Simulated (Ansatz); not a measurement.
A structure relaxed at PBE-D4/def2-SVP in Ansatz, charge 0, singlet:

Cartesian coordinates in Å:
```
Be 0.976 0.079 -1.399
Be 0.675 1.467 0.554
Be -0.675 -1.467 -0.554
Be -0.976 -0.079 1.399
O 1.382 1.295 -0.707
O -1.382 -1.295 0.707
O 0.252 -1.162 -1.635
O -0.252 1.162 1.635
```

**Question.** Give its formula and point group.

**Answer.** Be₄O₄ (the lowest singlet isomer of a short search). Point group D4h (tolerance 0.1 Å).

**Question.** Summarise the bond lengths by kind (pairs closer than 1.2 times the sum of covalent radii, bridged metal pairs left out).

**Answer.** 8 × Be–O 1.46 Å.

The structure comes from a short search, and lower isomers may exist.
